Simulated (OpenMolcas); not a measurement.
# Fe3+ in a ligand field

Fe3+ with 6 ligands (chloride) in octahedral coordination (Oh) at 2.41 Å. A charge of +0.5 e stands 2.4 Å behind each ligand. Ligand basis ANO-RCC-VDZP.
```
Fe    0.0000    0.0000    0.0000
Cl    2.4100    0.0000    0.0000
Cl    0.0000    2.4100    0.0000
Cl   -2.4100    0.0000    0.0000
Cl    0.0000   -2.4100    0.0000
Cl    0.0000    0.0000    2.4100
Cl    0.0000    0.0000   -2.4100
```

| Item | Value |
| --- | --- |
| Program | OpenMolcas 26.06 |
| Method | CASSCF |
| Basis | ANO-RCC-VDZP [5s4p2d1f] |
| Scalar Hamiltonian | DKH2, point nucleus |
| Active space | 5 electrons in 5 orbitals (3d) |
| State averaging | 2S+1 = 6 even, 1 root; 2S+1 = 4 even, 24 roots; 2S+1 = 2 even, 75 roots |
| Spin-orbit coupling | RASSI with atomic mean-field integrals over the reference wave functions |

The lowest spin-free states (labels of O, the rotations of Oh), above the lowest:

| State | Degeneracy | E (cm-1) |
| --- | --- | --- |
| 6A1 | 1 | 0.0 |
| 4T1 | 3 | 27828 |
| 4T2 | 3 | 32253 |
| 4A1 | 1 | 32821 |
| 4E | 2 | 33216 |
| 2T2 | 3 | 39087 |
| 4T2 | 3 | 40180 |
| 4E | 2 | 41014 |
| 2T1 | 3 | 42711 |
| 2A2 | 1 | 43424 |
| 4T1 | 3 | 44022 |
| 2T2 | 3 | 44878 |
| 2E | 2 | 46363 |
| 2A1 | 1 | 46550 |
| 2T2 | 3 | 49985 |
| 2E | 2 | 51358 |
| 2T1 | 3 | 52279 |
| 4A2 | 1 | 52613 |
| 2T2 | 3 | 54935 |
| 2T1 | 3 | 56748 |

The lowest levels with spin-orbit coupling:

```json
{"E (cm-1)": "0.0", "Degeneracy": "6", "Label": "", "2S+1": "6", "g": ""}
{"E (cm-1)": "27743", "Degeneracy": "2", "Label": "Γ7", "2S+1": "4", "g": "2.39 2.39 2.39"}
{"E (cm-1)": "27764", "Degeneracy": "4", "Label": "Γ8", "2S+1": "4", "g": ""}
{"E (cm-1)": "27856", "Degeneracy": "4", "Label": "Γ8", "2S+1": "4", "g": ""}
{"E (cm-1)": "27926", "Degeneracy": "2", "Label": "Γ6", "2S+1": "4", "g": "2.95 2.95 2.95"}
{"E (cm-1)": "32125", "Degeneracy": "2", "Label": "Γ7", "2S+1": "4", "g": "2.07 2.07 2.07"}
{"E (cm-1)": "32192", "Degeneracy": "4", "Label": "Γ8", "2S+1": "4", "g": ""}
{"E (cm-1)": "32311", "Degeneracy": "2", "Label": "Γ6", "2S+1": "4", "g": "3.67 3.67 3.67"}
{"E (cm-1)": "32327", "Degeneracy": "4", "Label": "Γ8", "2S+1": "4", "g": ""}
{"E (cm-1)": "32818", "Degeneracy": "4", "Label": "Γ8", "2S+1": "4", "g": ""}
{"E (cm-1)": "33215", "Degeneracy": "2", "Label": "Γ7", "2S+1": "4", "g": "2.04 2.04 2.04"}
{"E (cm-1)": "33220", "Degeneracy": "4", "Label": "Γ8", "2S+1": "4", "g": ""}
{"E (cm-1)": "33229", "Degeneracy": "2", "Label": "Γ6", "2S+1": "4", "g": "1.65 1.65 1.65"}
{"E (cm-1)": "38652", "Degeneracy": "2", "Label": "Γ7", "2S+1": "2", "g": "2.65 2.65 2.65"}
{"E (cm-1)": "39310", "Degeneracy": "4", "Label": "Γ8", "2S+1": "2", "g": ""}
{"E (cm-1)": "39933", "Degeneracy": "4", "Label": "Γ8", "2S+1": "4", "g": ""}
{"E (cm-1)": "39971", "Degeneracy": "2", "Label": "Γ6", "2S+1": "4", "g": "2.04 2.04 2.04"}
{"E (cm-1)": "40304", "Degeneracy": "4", "Label": "Γ8", "2S+1": "4", "g": ""}
{"E (cm-1)": "40477", "Degeneracy": "2", "Label": "Γ7", "2S+1": "4", "g": "3.67 3.67 3.67"}
{"E (cm-1)": "40947", "Degeneracy": "2", "Label": "Γ7", "2S+1": "4", "g": "2.14 2.14 2.14"}
```

Powder χT (cm3 K/mol): 4.39 at 2 K, 4.39 at 10 K, 4.39 at 50 K, 4.39 at 100 K, 4.39 at 200 K, 4.39 at 300 K. The effective moment at 300 K is 2.828 √(χT) = 5.92 μB.

The lowest level has 2S+1 = 6, for which the spin-only value is χT = S(S+1) / 2 = 4.375 cm3 K/mol (g = 2). The computed 4.385 at 300 K differs by +0.010, little more than the free-electron g of 2.0023 accounts for.

Metal share of the active 3d orbitals (Löwdin): 90, 90, 98, 98, 98 %; Mulliken charge of the metal 1.29.

Without dynamic correlation the repulsion within the d shell is too large (B by tens of per cent), so at a given field states of lower spin stand too high. Ligand-to-metal charge-transfer states are missing. With no ligand orbital active B as a rule stays too high, so bands that hang on it stand too high and its fall with covalency is understated. With metal d orbitals alone and no dynamic correlation the field as a rule comes out too small, by tens of per cent, by up to half for chloride and softer ligands. No measured value stands beside these numbers; the geometry was imposed, not optimised, and the real ion may take another.

The RASSCF and RASSI steps took 50 s on 1 thread of Arm Neoverse V2 (shared host); the integral step is not counted.
